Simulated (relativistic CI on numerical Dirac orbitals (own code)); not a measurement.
**Slater and spin-orbit integrals, Cd XXXIX**

Computed by Dirac-Coulomb-Breit CI, orbitals from a KLI potential per configuration, QED by a radiative potential, unscaled Slater integrals (own radial code, finite nucleus).

Slater integrals F^k, G^k are unscaled and averaged over j, outside the closed core 1s2; ζ comes from projecting the Hamiltonian with its Breit term on Σ l·s of the shell.

- 2s2 2p5 3s: ζ(2p) = 1.0627e+06, G^1(2p,3s) = 87908 cm⁻¹; <r>(2p) = 0.1111, <r^2>(2p) = 0.01498, <r>(3s) = 0.3064, <r^2>(3s) = 0.1068 (bohr units).
- 2s2 2p5 3p: ζ(2p) = 1.0621e+06, F^2(2p,3p) = 230420, G^0(2p,3p) = 91098, G^2(2p,3p) = 100640, ζ(3p) = 278190 cm⁻¹; <r>(2p) = 0.1111, <r^2>(2p) = 0.015, <r>(3p) = 0.2952, <r^2>(3p) = 0.1005 (bohr units).
- 2s2 2p5 3d: ζ(2p) = 1.0632e+06, F^2(2p,3d) = 305620, G^1(2p,3d) = 290120, G^3(2p,3d) = 167880, ζ(3d) = 38124 cm⁻¹; <r>(2p) = 0.1111, <r^2>(2p) = 0.015, <r>(3d) = 0.258, <r^2>(3d) = 0.07653 (bohr units).

Averages of the first 10 configurations, taken without configuration mixing, which lowers the lowest level and can move excited configurations by several eV; other configurations of the list can lie among them:

```tsv
Configuration	Parity	States	Average energy above the lowest level (eV)
2s2 2p6	even	1	0.1
2s2 2p5 3s	odd	12	3298.8
2s2 2p5 3p	even	36	3413.1
2s2 2p5 3d	odd	60	3536.2
2s 2p6 3s	even	4	3698.8
2s 2p6 3p	odd	12	3810.2
2s 2p6 3d	even	20	3933.1
2s2 2p5 4s	odd	12	4481.4
2s2 2p5 4p	even	36	4528.4
2s2 2p5 4d	odd	60	4575.9
```
